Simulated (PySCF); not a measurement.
Compound: H7OPSi2.
Atom-mapped SMILES: `[OH:1][SiH2:2][SiH2:3][PH2:4]` (hydrogens: H5 on O1; H6, H7 on Si2; H8, H9 on Si3; H10, H11 on P4)

The calculation used PySCF, PBE0-D3(BJ)/def2-SVP geometry optimisation, gas phase.

Task: List the bond lengths, angles and torsions at this level.

Result: 
```json
{"bond": "O1–Si2", "length (Å)": "1.672"}
{"bond": "Si2–Si3", "length (Å)": "2.347"}
{"bond": "Si3–P4", "length (Å)": "2.276"}
{"bond": "O1–H5", "length (Å)": "0.961"}
{"bond": "Si2–H6", "length (Å)": "1.491"}
{"bond": "Si2–H7", "length (Å)": "1.501"}
{"bond": "Si3–H8, Si3–H9", "length (Å)": "1.497"}
{"bond": "P4–H10, P4–H11", "length (Å)": "1.431"}
```

Bonds in one row agree within 0.01 Å and their mean is given. A selection of angles:
```json
{"angle": "Si2–O1–H5", "degrees": "116.4"}
{"angle": "O1–Si2–Si3", "degrees": "114.9"}
{"angle": "O1–Si2–H6", "degrees": "106.1"}
{"angle": "O1–Si2–H7", "degrees": "112.1"}
{"angle": "Si3–Si2–H6", "degrees": "108.4"}
{"angle": "H6–Si2–H7", "degrees": "108.4"}
{"angle": "Si2–Si3–P4", "degrees": "109.6"}
{"angle": "Si2–Si3–H8", "degrees": "111.8"}
{"angle": "P4–Si3–H8", "degrees": "107.5"}
{"angle": "H8–Si3–H9", "degrees": "107.9"}
{"angle": "Si3–P4–H10", "degrees": "93.6"}
{"angle": "H10–P4–H11", "degrees": "93.3"}
```

Dihedral angles: O1–Si2–Si3–P4 177° (antiperiplanar); H5–O1–Si2–Si3 58° (synclinal). The mirror-image conformer, all signs reversed, is as good.

Si2 (oxygen-bound silicon) is distorted tetrahedral (angles from 106.1° to 114.9°). The 4 heavy atoms lie in one plane (0.020 Å rms). Si3 (SiH2 silicon) is tetrahedral (angles from 107.5° to 112.1°). P4 (three-coordinate phosphorus) is pyramidal (angles 93.6°, 93.5° and 93.3°, sum 280.4°, 0.87 Å off the plane of its three neighbours).

Stationary, but not proved a minimum. One conformer, not necessarily the lowest (H–O1–Si2–Si3 58°, O1–Si2–Si3–P4 177°, Si2–Si3–P4–H 47° and -47°).

The run took 40 s on an x86-64 server with one thread, shared host. This is the geometry optimisation.
